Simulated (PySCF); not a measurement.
GeH2: one-bond stretch

These are results of r2SCAN in PySCF with Ge def2-TZVP, H def2-TZVP; no relativity; density-fitted integrals, not measurements.

Rigid scan from the singlet minimum (Ge–H 1.591 Å (×2); H–Ge–H 90.2°). Coordinate: the bond from Ge to the last atom (H) scaled, the rest fixed. Energies in kJ/mol from the minimum.

```json
{"scale of one bond": "0.92", "E (kJ/mol)": "12.8", "dipole size (D)": "0.27"}
{"scale of one bond": "0.96", "E (kJ/mol)": "2.9", "dipole size (D)": "0.13"}
{"scale of one bond": "1.00", "E (kJ/mol)": "0.0", "dipole size (D)": "0.13"}
{"scale of one bond": "1.05", "E (kJ/mol)": "3.7", "dipole size (D)": "0.32"}
{"scale of one bond": "1.12", "E (kJ/mol)": "18.4", "dipole size (D)": "0.61"}
{"scale of one bond": "1.20", "E (kJ/mol)": "43.3", "dipole size (D)": "0.96"}
{"scale of one bond": "1.35", "E (kJ/mol)": "100.0", "dipole size (D)": "1.58"}
{"scale of one bond": "1.55", "E (kJ/mol)": "176.5", "dipole size (D)": "–"}
{"scale of one bond": "1.80", "E (kJ/mol)": "257.4", "dipole size (D)": "–"}
{"scale of one bond": "2.20", "E (kJ/mol)": "347.2", "dipole size (D)": "–"}
```

At long bonds a restricted determinant can lie too high, and another spin state can fall below this curve.

Other isomers or separated fragments may lie lower.

The scan took of the order of 70 core-seconds on a shared host.
